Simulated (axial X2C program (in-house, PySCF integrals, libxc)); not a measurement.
SnCl⁻: properties at the nuclei

Computed with an axial X2C code built on PySCF integrals: two-component X2C with atomic mean-field Coulomb and Gaunt terms, Gaussian nuclei, basis Sn dyall-acv3z, Cl dyall-av3z with contracted cores.

R = 2.543 Å (near the PBE0 minimum at charge -1 of the determinant lowest at the starting distance; the state shown can have its own minimum elsewhere).

Input and command:
```json
{"zs": [50, 17], "q": -1, "bas": ["dyall-acv3z", "dyall-av3z"], "r0": 2.39, "levels": ["PBE0", "HF", "LDA", "TPSSh", "BHandHLYP"], "nst": 3}
```
```bash
python soeom.py task.json out
```

Keys: zs atomic numbers; q charge; bas basis sets; r0 starting distance in Å; levels methods; nst determinants followed.

Determinant lowest in the PBE0 search, Ω = 1 (⟨Sz⟩ = 1.00, ⟨Lz⟩ = 0.00 at PBE0), spin on the atoms Sn 1.01, Cl -0.02:

```
    level  Eeff magnitude (GV/cm)  Ws magnitude Sn (kHz)  A∥/gI Sn (MHz)  qzz Sn (a.u.)  A∥/gI Cl (MHz)  qzz Cl (a.u.)
     PBE0                  0.0112                 0.0498            -883           3.02             -14           1.36
       HF                    2.32                   1.39            -958           3.37           0.816           1.22
      LDA                   0.833                  0.436            -774           2.81           -21.9           1.41
    TPSSh                 0.00478                 0.0458            -814           3.03           -12.8           1.36
BHandHLYP                   0.161                  0.038            -770           3.38           -6.06           1.28
```

Determinant 0.41 eV from it at PBE0 and this distance, Ω = 0 (closed shell), highest spinor 86% Sn p, 5% Cl p, 4% Cl d:

```
    level  qzz Sn (a.u.)  qzz Cl (a.u.)
     PBE0           3.15           1.32
       HF           3.38           1.18
      LDA           3.02           1.35
    TPSSh           3.13           1.31
BHandHLYP           3.40           1.25
```

Eeff is the effective electric field on the electron electric dipole moment in this Ω state and Ws the scalar–pseudoscalar constant of the nucleus named (defined with the proton number Z and per Ω); A∥ (defined per Ω) follows by multiplying with gI = μI/(I μN); qzz is the electric field gradient, eQq0 = 234.96 MHz × Q/barn × qzz. The operators were transformed with the bare-nucleus X2C matrices; with these basis sets, hyperfine constants and field gradients can be off by tens of per cent, and where levels differ in sign neither size nor sign is settled.

Question: With gI(119Sn) = -2.0946, Q(35Cl) = -0.08112 barn (g factors from the IAEA table of nuclear moments by Stone; Q from Pyykkö, Mol. Phys. 2018), turn the PBE0 values of the first state into constants in MHz.

Answer: A∥(119Sn) = -883 × -2.0946 = 1850 MHz; eQq0(35Cl) = 234.96 × (-0.08112) × (1.36) = -25.9 MHz.

Each state is one determinant with collinear spin, which with several unpaired electrons need not be a pure state. Unrestricted Hartree–Fock can overshoot spin polarisation at the nuclei. In the state Ω = 1 the sign of Eeff differs between levels (LDA, BHandHLYP against PBE0). For an anion, determinants above electron detachment, or with a positive highest level, are held by the basis set. A closed determinant beside an open π² or δ² triplet, such as (π1/2)², mixes with its partner pair into the 0⁺ component of the triplet and ¹Σ⁺, so its energy is not that of a level, and 0⁺ can lie lowest. With several open shells hyperfine constants can be off by a factor of several. Where Eeff spreads by more than a factor of two the levels disagree and none is to be relied on. Open-shell Ω = 0 determinants with evenly filled partner blocks cannot be reached by this program, so the Ω shown need not be the lowest component. States lie within half an eV, so the first need not be the ground state. The sign of Ws at Sn differs between levels in the first state. Further determinants of the search, some of them spin-mixed, are not shown. Where a field gradient or hyperfine factor spreads by more than a factor of two over the levels, a constant derived from it is not to be relied on. PBE0 term energies can be off by some tenths of an eV.
